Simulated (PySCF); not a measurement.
CsF (SMILES [F][Cs]), singlet, at a GFN2-xTB geometry (such geometries of metal compounds can be far from the true shape) (core potentials on Cs); DF-REVPBE/def2-TZVP run with PySCF.

PySCF was given this input:
```python
from pyscf import gto, scf, dft

mol = gto.Mole()
mol.atom = '''
    Cs   -0.000000   -0.000000   -0.324136
    F     0.000000    0.000000    1.980834
'''
mol.basis = 'def2-tzvp'
mol.ecp = {'Cs': 'def2-tzvp'}
mol.charge = 0
mol.spin = 0
mol.verbose = 4
mol.build()

mf = dft.RKS(mol)
mf.xc = 'revpbe'
mf = mf.density_fit(auxbasis='def2-universal-jkfit')
mf.kernel()
```

### Question
Predict the main parts of the log of this PySCF run.

### Answer

```
PySCF version 2.14.0

[INPUT] verbose = 4
[INPUT] num. atoms = 2
[INPUT] num. electrons = 18
[INPUT] charge = 0
[INPUT] spin (= nelec alpha-beta = 2S) = 0
[INPUT] symmetry False subgroup None
[INPUT] Mole.unit = angstrom
[INPUT] Symbol           X                Y                Z      unit          X                Y                Z       unit  Magmom
[INPUT]  1 Cs     0.000000000000   0.000000000000  -0.324136000000 AA    0.000000000000   0.000000000000  -0.612528267112 Bohr   0.0
[INPUT]  2 F      0.000000000000   0.000000000000   1.980834000000 AA    0.000000000000   0.000000000000   3.743233758227 Bohr   0.0

nuclear repulsion = 18.5960572521638
number of shells = 22
number of NR pGTOs = 86
number of NR cGTOs = 60
basis = def2-tzvp
ecp = {'Cs': 'def2-tzvp'}

******** <class 'pyscf.df.df_jk.DFRKS'> ********
method = DFRKS
initial guess = minao
damping factor = 0
level_shift factor = 0
DIIS = <class 'pyscf.scf.diis.CDIIS'>
diis_start_cycle = 1
diis_space = 8
diis_damp = 0
SCF conv_tol = 1e-09
SCF conv_tol_grad = None
SCF max_cycles = 50
direct_scf = False
XC library pyscf.dft.libxc version 7.1.2
    S. Lehtola, C. Steigemann, M. J. T. Oliveira, and M. A. L. Marques,  SoftwareX 7, 1–5 (2018)
XC functionals = revpbe
    Y. Zhang and W. Yang,  Phys. Rev. Lett. 80, 890 (1998)
    J. P. Perdew, K. Burke, and M. Ernzerhof,  Phys. Rev. Lett. 77, 3865 (1996)
    J. P. Perdew, K. Burke, and M. Ernzerhof,  Phys. Rev. Lett. 78, 1396 (1997)
radial grids:
    Treutler-Ahlrichs [JCP 102, 346 (1995); DOI:10.1063/1.469408] (M4) radial grids

becke partition: Becke, JCP 88, 2547 (1988); DOI:10.1063/1.454033
pruning grids: <function nwchem_prune>
grids dens level: 3
symmetrized grids: False
atomic radii adjust function: <function treutler_atomic_radii_adjust>
small_rho_cutoff = 0
Set gradient conv threshold to 3.16228e-05
Initial guess from minao.
tot grids = 37976
init E= -116.694474309123
  HOMO = -0.576193544380134  LUMO = -0.193736297015597  gap/eV = 10.40719
cycle= 1 E= -119.92079144597  delta_E= -3.23  |g|= 0.913  |ddm|= 1.89
  HOMO = 0.00271357299165245  LUMO = 0.00985622546939488  gap/eV = 0.19436
cycle= 2 E= -107.835097388033  delta_E= 12.1  |g|= 3.24  |ddm|= 3.93
  HOMO = -0.400645978384546  LUMO = -0.0609478780265026  gap/eV = 9.24366
cycle= 3 E= -119.949317183188  delta_E= -12.1  |g|= 0.805  |ddm|= 3.84
  HOMO = -0.389951513176383  LUMO = -0.0713235897278349  gap/eV = 8.67031
cycle= 4 E= -120.004019071055  delta_E= -0.0547  |g|= 0.653  |ddm|= 0.399
  HOMO = -0.132996604009966  LUMO = -0.0480520721905411  gap/eV = 2.31146
cycle= 5 E= -120.054603885199  delta_E= -0.0506  |g|= 0.452  |ddm|= 0.691
  HOMO = -0.169021286391794  LUMO = -0.0469949995867172  gap/eV = 3.32050
cycle= 6 E= -120.09242536396  delta_E= -0.0378  |g|= 0.0328  |ddm|= 0.254
  HOMO = -0.17548865614226  LUMO = -0.0469502228857419  gap/eV = 3.49771
cycle= 7 E= -120.092700685911  delta_E= -0.000275  |g|= 0.00596  |ddm|= 0.0347
  HOMO = -0.175803469474788  LUMO = -0.0471855260422806  gap/eV = 3.49987
cycle= 8 E= -120.092706787954  delta_E= -6.1e-06  |g|= 0.000892  |ddm|= 0.00379
  HOMO = -0.175858459436384  LUMO = -0.0471941389674199  gap/eV = 3.50113
cycle= 9 E= -120.092706916572  delta_E= -1.29e-07  |g|= 0.000149  |ddm|= 0.000457
  HOMO = -0.175881801343872  LUMO = -0.0471970552307654  gap/eV = 3.50169
cycle= 10 E= -120.092706920898  delta_E= -4.33e-09  |g|= 4.29e-06  |ddm|= 9.26e-05
  HOMO = -0.175882034473626  LUMO = -0.0471971307346516  gap/eV = 3.50169
cycle= 11 E= -120.092706920901  delta_E= -2.98e-12  |g|= 3.12e-07  |ddm|= 3.34e-06
  HOMO = -0.175881944234289  LUMO = -0.0471971435582219  gap/eV = 3.50169
Extra cycle  E= -120.092706920901  delta_E= 5.68e-14  |g|= 7.24e-07  |ddm|= 6.19e-07
converged SCF energy = -120.092706920901
```
